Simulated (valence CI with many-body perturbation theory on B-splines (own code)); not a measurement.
## Cs47+: key properties

Calculated by relativistic CI+MBPT: six valence electrons over a frozen Dirac-Fock core [He], a basis of 9 s, 9 p, 8 d, 6 f, 3 g, 1 h functions for each j, with the one-electron correlation potential Σ1, the two-electron term Σ2, the three-electron term Σ3, Breit, model QED; selected CI, second order for the rest, scaled by the run's own slope (own B-spline code, finite nucleus).

The last digits are not significant, and no measured levels were compared; by estimate large intervals hold to a few tenths of a per cent, small ones and those within an open d or f shell to about a per cent. Among the levels kept, up to 2400 cm⁻¹ of a level comes from second order outside the variational space, and about a tenth of that is noise between levels of different J, which matters for small intervals.

Levels are named by their leading jj configuration (3d3/2^4 stands for four electrons in 3d with j = 3/2), which in mixed levels can hold well under half, so a name can repeat and another be missing.

Rates and lifetimes use the calculated energies. Strong lines usually hold to 10 to 20 %, long lifetimes can be off by a factor of two.

(1) What is the ground level?

(2) What are the static dipole polarisabilities of the lowest levels?

(3) Name the longest-lived excited levels whose lifetime is computed, and their main decay.

(4) What is the ionisation energy?

(5) How well does LS coupling describe the low levels?

(6) Among levels below 42839 × 10³ cm⁻¹, which E1 lines absorb most strongly from the ground level?

(7) Where does the other parity begin?

## Answers

(1) (2s^2 2p1/2^2 2p3/2^2) J=2, composition 70 % 2s2 2p4 3P + 30 % 2s2 2p4 1D, g = 1.333.

(2) (2s^2 2p1/2^2 2p3/2^2) J=2 0.000284 (tensor 1.5e-05); (2s^2 2p1/2^2 2p3/2^2) J=0 0.000267 bohr³, of which the core gives 8.47e-07.

(3) (2s^2 2p1/2^2 2p3/2^2) J=0 at 315.17 × 10³ cm⁻¹ lives 30.5 ms, mostly by E2 to (2s^2 2p1/2^2 2p3/2^2) J=2; (2s^2 2p1/2 2p3/2^3) J=2 at 3062.8 × 10³ cm⁻¹ lives 4.17 ns, mostly by M1 to (2s^2 2p1/2^2 2p3/2^2) J=2; (2s^2 2p1/2 2p3/2^3) J=1 at 2927.1 × 10³ cm⁻¹ lives 1.97 ns, mostly by M1 to (2s^2 2p1/2^2 2p3/2^2) J=2.

(4) 8483.9 eV; NIST lists 8484 ± 4 eV (theoretical).

(5) Among the lowest 20 levels the leading LS term, summed over configurations, holds 58 % on average. For single configurations the figures are 58 % in LS and 99 % in jj coupling. Terms mix most in the J = 2 level at 38030 × 10³ cm⁻¹, where the leading one holds 25 %.

(6) to (2s^2 2p1/2^2 2p3/2 3d5/2) J=3 at 0.2504 nm, f = 0.821; to (2s^2 2p1/2 2p3/2^2 3d3/2) J=3 at 0.2347 nm, f = 0.520; to (2s^2 2p1/2 2p3/2^2 3d3/2) J=2 at 0.2347 nm, f = 0.362.

(7) At (2s 2p1/2^2 2p3/2^3) J=2, 5077.3 × 10³ cm⁻¹.
